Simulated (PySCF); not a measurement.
Cartesian coordinates (Å):
```xyz
6

Y      0.0407     0.0434     0.1379
Cl     0.9631     1.2740     2.1058
O     -0.6951    -1.8155     0.3562
H     -1.0585    -2.7016     0.4019
O      0.0207     0.9031    -1.6800
H     -0.0146     1.2636    -2.5677
```
Charge 0, spin multiplicity 1.

Problem. Estimate the dipole moment, HOMO, charge on the central atom (Mulliken), total energy, LUMO and HOMO–LUMO gap that TPSSh-D3(BJ)/def2-TZVP // r2SCAN-D4/def2-SVP in PySCF returns for this input.

Solution. 
| Item | Value |
|---|---|
| dipole moment | 3.65 D |
| HOMO | -7.45 eV |
| charge on the central atom (Mulliken) | 1.46 e |
| total energy | -650.4896 Ha |
| LUMO | -2.08 eV |
| HOMO–LUMO gap | 5.37 eV |
